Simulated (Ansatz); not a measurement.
Born–Oppenheimer molecular dynamics of CH7FN2OSi (13 atoms, charge 0, multiplicity 1). It starts from a relaxed structure.

These are results of RKS r2SCAN/STO-3G (Ansatz), not measurements.

* ensemble: NVT, Langevin thermostat
* time step: 2.5 fs
* steps asked: 40
* set temperature: 100 K
* friction: 0.05 /fs
* seed: 30863

Frames 2.5 fs apart, positions in Å, forces in eV/Å.

Velocities at 50 fs (Å/ps):

```
Si -0.90 -0.43 0.67
O 0.32 -2.65 5.49
C -2.61 -1.56 4.39
H -5.02 -14.78 -13.64
H -1.63 -11.41 -11.90
H 0.57 -1.34 -0.23
N -3.66 0.14 -1.40
H -9.57 -6.38 -6.25
H 1.22 -6.55 4.05
F -1.32 -0.93 0.11
N -2.83 -0.79 -3.61
H -0.40 -0.13 2.59
H -16.67 5.18 4.86
```

```xyz
13
Properties=species:S:1:pos:R:3:forces:R:3 time_fs=50 energy_less_start_eV=0.108 T=87
Si -0.079 -0.090 0.053 0.20 -0.57 -0.37
O 0.197 -0.412 1.727 -0.13 0.11 -0.49
C -1.092 -0.379 2.406 -0.27 0.06 0.37
H -1.877 -1.085 2.036 0.45 -0.14 0.01
H -0.904 -0.570 3.476 -0.02 -0.32 0.13
H -1.556 0.614 2.366 -0.28 0.65 -0.07
N 1.455 -0.079 -0.813 0.37 0.00 -0.01
H 1.961 -1.003 -0.805 -0.30 0.15 0.15
H 2.121 0.567 -0.328 0.15 0.06 -0.09
F -0.762 1.340 -0.305 -0.07 0.06 0.37
N -1.161 -1.369 -0.556 0.38 -0.85 0.06
H -0.739 -2.302 -0.219 -0.43 0.79 -0.34
H -1.018 -1.429 -1.606 -0.06 0.01 0.28
13
Properties=species:S:1:pos:R:3:forces:R:3 time_fs=52.5 energy_less_start_eV=0.131 T=87
Si -0.081 -0.090 0.055 -0.07 -0.75 -0.27
O 0.201 -0.417 1.738 -0.35 0.21 -0.60
C -1.100 -0.383 2.419 -0.67 -0.01 -1.55
H -1.871 -1.116 2.001 0.85 0.54 0.49
H -0.901 -0.602 3.458 -0.04 -0.33 1.12
H -1.564 0.627 2.351 -0.08 -0.04 0.20
N 1.447 -0.080 -0.817 0.10 0.33 0.01
H 1.929 -1.007 -0.823 0.00 -0.16 0.15
H 2.119 0.557 -0.328 0.19 -0.01 -0.10
F -0.765 1.338 -0.305 -0.09 0.12 0.39
N -1.170 -1.372 -0.566 0.20 0.37 1.23
H -0.751 -2.276 -0.220 -0.16 -0.07 -0.29
H -1.053 -1.408 -1.594 0.12 -0.21 -0.78
13
Properties=species:S:1:pos:R:3:forces:R:3 time_fs=55 energy_less_start_eV=0.181 T=67
Si -0.085 -0.090 0.057 0.01 -0.87 -0.36
O 0.208 -0.421 1.743 -0.66 0.34 -0.49
C -1.110 -0.387 2.425 1.26 0.81 0.74
H -1.815 -1.100 1.994 -0.54 -0.66 -0.08
H -0.893 -0.642 3.513 -0.56 0.35 -1.08
H -1.583 0.631 2.336 0.15 -0.46 0.45
N 1.443 -0.081 -0.823 -0.33 0.27 -0.05
H 1.901 -1.016 -0.839 0.18 -0.20 0.16
H 2.119 0.553 -0.345 0.35 0.02 0.01
F -0.766 1.337 -0.303 -0.13 0.19 0.40
N -1.182 -1.374 -0.573 -0.19 1.89 -0.76
H -0.778 -2.253 -0.239 0.47 -1.48 0.12
H -1.068 -1.397 -1.639 0.00 -0.20 0.95
13
Properties=species:S:1:pos:R:3:forces:R:3 time_fs=57.5 energy_less_start_eV=0.150 T=67
Si -0.091 -0.094 0.058 0.33 -0.91 -0.37
O 0.213 -0.426 1.742 -0.82 0.48 -0.33
C -1.110 -0.388 2.431 1.25 0.09 0.02
H -1.797 -1.115 1.985 -0.50 -0.49 0.04
H -0.910 -0.650 3.504 -0.37 0.27 -0.57
H -1.595 0.609 2.344 0.03 0.02 0.37
N 1.439 -0.079 -0.828 0.10 -0.23 -0.02
H 1.895 -1.033 -0.851 -0.11 0.46 0.19
H 2.136 0.553 -0.362 0.06 -0.21 -0.06
F -0.766 1.336 -0.302 -0.19 0.21 0.40
N -1.197 -1.368 -0.583 0.63 -0.73 0.54
H -0.786 -2.317 -0.251 -0.49 1.09 -0.56
H -1.071 -1.404 -1.636 0.07 -0.06 0.35
13
Properties=species:S:1:pos:R:3:forces:R:3 time_fs=60 energy_less_start_eV=0.160 T=82
Si -0.096 -0.099 0.060 0.45 -0.75 -0.51
O 0.213 -0.436 1.740 -0.78 0.54 -0.20
C -1.102 -0.389 2.435 -0.25 -0.58 -2.23
H -1.813 -1.146 1.976 0.41 0.57 0.61
H -0.938 -0.630 3.468 0.19 -0.32 1.31
H -1.601 0.599 2.369 0.04 0.14 0.10
N 1.436 -0.079 -0.828 -0.51 0.57 0.05
H 1.874 -1.013 -0.850 0.40 -0.64 0.07
H 2.147 0.542 -0.376 0.04 -0.04 0.03
F -0.763 1.335 -0.298 -0.20 0.17 0.43
N -1.210 -1.360 -0.589 0.57 -0.90 0.88
H -0.820 -2.324 -0.293 -0.39 1.02 -0.12
H -1.077 -1.414 -1.625 0.05 0.23 -0.43
13
Properties=species:S:1:pos:R:3:forces:R:3 time_fs=62.5 energy_less_start_eV=0.128 T=90
Si -0.099 -0.107 0.059 0.44 -0.52 -0.39
O 0.209 -0.447 1.741 -0.56 0.52 -0.35
C -1.095 -0.392 2.429 0.08 -0.13 0.13
H -1.802 -1.134 2.001 -0.18 -0.02 0.15
H -0.952 -0.622 3.509 0.16 -0.09 -0.28
H -1.592 0.602 2.390 0.07 0.06 -0.12
N 1.434 -0.077 -0.828 -0.28 -0.71 -0.22
H 1.869 -1.036 -0.835 0.00 0.23 0.04
H 2.156 0.524 -0.384 0.22 0.25 0.28
F -0.761 1.334 -0.290 -0.18 0.08 0.45
N -1.219 -1.353 -0.592 -0.01 0.81 -0.70
H -0.868 -2.290 -0.346 0.39 -0.98 0.76
H -1.092 -1.407 -1.644 -0.14 0.51 0.26
13
Properties=species:S:1:pos:R:3:forces:R:3 time_fs=65 energy_less_start_eV=0.141 T=118
Si -0.102 -0.117 0.052 0.42 -0.23 0.04
O 0.203 -0.459 1.743 -0.25 0.44 -0.64
C -1.088 -0.396 2.428 0.24 0.41 1.18
H -1.797 -1.123 2.037 -0.73 -0.59 -0.34
H -0.962 -0.623 3.523 0.28 0.02 -0.67
H -1.575 0.603 2.396 0.02 0.06 -0.17
N 1.432 -0.077 -0.829 0.91 -1.07 -0.04
H 1.877 -1.054 -0.811 -0.41 0.84 -0.04
H 2.183 0.512 -0.372 -0.48 -0.06 0.02
F -0.761 1.333 -0.280 -0.14 -0.04 0.43
N -1.227 -1.344 -0.601 0.23 -0.33 -0.78
H -0.884 -2.316 -0.364 0.01 0.24 0.27
H -1.123 -1.365 -1.667 -0.11 0.31 0.73
13
Properties=species:S:1:pos:R:3:forces:R:3 time_fs=67.5 energy_less_start_eV=0.127 T=110
Si -0.106 -0.126 0.046 0.20 -0.03 0.28
O 0.197 -0.468 1.743 -0.07 0.30 -0.87
C -1.079 -0.399 2.435 -1.08 -0.22 -0.17
H -1.837 -1.137 2.060 0.23 0.27 -0.07
H -0.966 -0.628 3.501 0.55 -0.14 0.45
H -1.559 0.602 2.401 -0.02 0.11 -0.15
N 1.430 -0.082 -0.832 0.46 0.32 0.13
H 1.862 -1.023 -0.780 0.22 -0.81 -0.16
H 2.179 0.493 -0.353 -0.58 0.12 -0.03
F -0.763 1.331 -0.268 -0.10 -0.08 0.42
N -1.237 -1.338 -0.615 0.38 -0.51 0.87
H -0.893 -2.319 -0.368 -0.22 0.73 -0.22
H -1.166 -1.308 -1.653 0.03 -0.06 -0.49
13
Properties=species:S:1:pos:R:3:forces:R:3 time_fs=70 energy_less_start_eV=0.113 T=110
Si -0.113 -0.134 0.041 0.13 -0.07 0.38
O 0.194 -0.474 1.741 -0.12 0.20 -1.05
C -1.077 -0.404 2.441 -1.07 -0.13 0.05
H -1.862 -1.126 2.083 0.39 0.25 -0.13
H -0.938 -0.643 3.506 0.42 -0.05 0.28
H -1.545 0.606 2.412 0.01 0.05 -0.06
N 1.428 -0.087 -0.838 -0.25 -0.81 -0.27
H 1.870 -1.036 -0.760 0.01 -0.23 -0.17
H 2.126 0.488 -0.337 0.38 0.73 0.45
F -0.767 1.325 -0.259 -0.11 0.01 0.38
N -1.246 -1.336 -0.624 0.04 0.99 0.66
H -0.906 -2.285 -0.384 0.16 -0.67 -0.11
H -1.196 -1.266 -1.661 0.01 -0.27 -0.40
13
Properties=species:S:1:pos:R:3:forces:R:3 time_fs=72.5 energy_less_start_eV=0.104 T=98
Si -0.121 -0.142 0.034 0.33 -0.10 0.49
O 0.193 -0.478 1.736 -0.35 0.18 -1.10
C -1.080 -0.407 2.445 -0.30 0.30 1.21
H -1.867 -1.113 2.105 0.10 -0.12 -0.27
H -0.891 -0.656 3.531 0.01 0.22 -0.77
H -1.542 0.617 2.425 0.17 -0.30 0.01
N 1.426 -0.095 -0.846 0.56 -0.42 0.34
H 1.883 -1.058 -0.757 -0.16 0.68 0.00
H 2.088 0.533 -0.295 -0.21 -0.39 -0.30
F -0.772 1.318 -0.252 -0.14 0.10 0.33
N -1.251 -1.332 -0.631 -0.06 0.56 -0.36
H -0.907 -2.291 -0.401 0.06 -0.32 -0.25
H -1.203 -1.247 -1.691 -0.01 -0.39 0.66
13
Properties=species:S:1:pos:R:3:forces:R:3 time_fs=75 energy_less_start_eV=0.124 T=96
Si -0.125 -0.152 0.027 0.54 0.01 0.56
O 0.189 -0.483 1.728 -0.53 0.24 -1.04
C -1.084 -0.405 2.452 -0.10 -0.28 0.57
H -1.878 -1.120 2.111 0.37 0.14 -0.08
H -0.855 -0.663 3.518 -0.17 0.21 -0.41
H -1.546 0.610 2.433 0.11 -0.04 0.06
N 1.430 -0.107 -0.852 -0.23 1.76 0.71
H 1.876 -1.033 -0.752 0.74 -0.77 0.26
H 2.048 0.565 -0.267 -0.34 -1.04 -0.79
F -0.777 1.310 -0.243 -0.12 0.11 0.29
N -1.253 -1.327 -0.638 0.04 -0.80 0.22
H -0.906 -2.315 -0.433 -0.24 0.66 -0.25
H -1.191 -1.243 -1.683 -0.07 -0.21 -0.09
13
Properties=species:S:1:pos:R:3:forces:R:3 time_fs=77.5 energy_less_start_eV=0.110 T=91
Si -0.125 -0.159 0.023 0.50 0.01 0.52
O 0.180 -0.487 1.721 -0.45 0.29 -0.97
C -1.092 -0.405 2.459 0.33 -0.61 -0.51
H -1.865 -1.131 2.104 0.20 0.12 0.05
H -0.827 -0.669 3.493 -0.22 0.10 0.41
H -1.553 0.598 2.431 -0.07 0.32 0.14
N 1.435 -0.111 -0.856 -1.18 -0.64 -0.31
H 1.910 -1.041 -0.731 0.17 0.04 0.11
H 2.003 0.536 -0.292 1.13 0.65 0.48
F -0.785 1.302 -0.234 -0.09 0.16 0.24
N -1.255 -1.325 -0.645 -0.34 0.16 -0.24
H -0.911 -2.288 -0.477 0.18 -0.67 0.29
H -1.178 -1.251 -1.687 -0.17 0.07 -0.22
```

Of the whole run (100 fs, mean temperature of the second half 96 K): A step of 2.5 fs is long for free X–H stretches (periods near 10 fs) and can bias their spread and the temperature. A run of 0.1 ps of so small a system gives no equilibrium averages. Limits of this set-up: minimal basis.

Time of the run: 75 s on 1 thread of AMD EPYC 9R45 96-Core Processor (Zen 5) (shared host), peak memory 0.15 GiB.
